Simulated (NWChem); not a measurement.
Molecule: BeF, doublet; SMILES [Be][F]

Results from NWChem. Spin-unrestricted. The spin multiplicity was typed, not searched, and may not be the lowest. No stability test was run on the SCF state. The level has its own optimisation; frequencies are unscaled.

**Question.** What does the run give for PBE0/def2-SVP? Quantities: r Be–F (Å); highest harmonic frequency (cm⁻¹); zero-point energy (kcal/mol); dipole (D).

**Answer.** 
```
Quantity                           Value
---------------------------------  -----
r Be–F (Å)                         1.397
highest harmonic frequency (cm⁻¹)   1230
zero-point energy (kcal/mol)         1.8
dipole (D)                          1.24
```
